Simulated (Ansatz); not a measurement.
Z-matrix (Å, degrees):
```
C
O 1 1.407
H 1 1.096 2 108.5
H 1 1.097 2 113.5 3 -119.8
H 1 1.098 2 111.5 3 118.5
In 2 1.971 1 121.5 3 153.8
O 6 1.984 2 112.5 1 -5.7
N 6 2.012 2 122.9 1 -177.7
C 7 1.402 6 122.3 2 -176.9
H 8 1.011 6 114.7 2 -28.7
H 8 1.011 6 114.9 2 -155.7
H 9 1.096 7 108.6 6 176.0
H 9 1.099 7 113.1 6 57.0
H 9 1.100 7 112.8 6 -65.3
```

Charge 0, multiplicity 1. In takes the def2 core potential.

Problem. List the r2SCAN/def2-TZVPP orbital energies in eV (Ansatz 0.2.0). (Best estimate.)

Solution. The calculation gave: Occupied: -515.15, -515.13, -385.19, -273.98, -273.79, -125.42, -82.18, -81.89, -81.85, -25.56, -25.50, -22.15, -19.47, -19.39, -19.35, -19.33, -19.02, -16.80, -16.56, -12.21, -11.96, -10.99, -10.87, -10.69, -10.56, -10.29, -9.54, -7.16, -6.69, -6.40, -6.23, -6.11. Lowest empty: -2.07, -0.75, 0.60, 0.77, 2.03, 2.35, 2.41, 2.89.
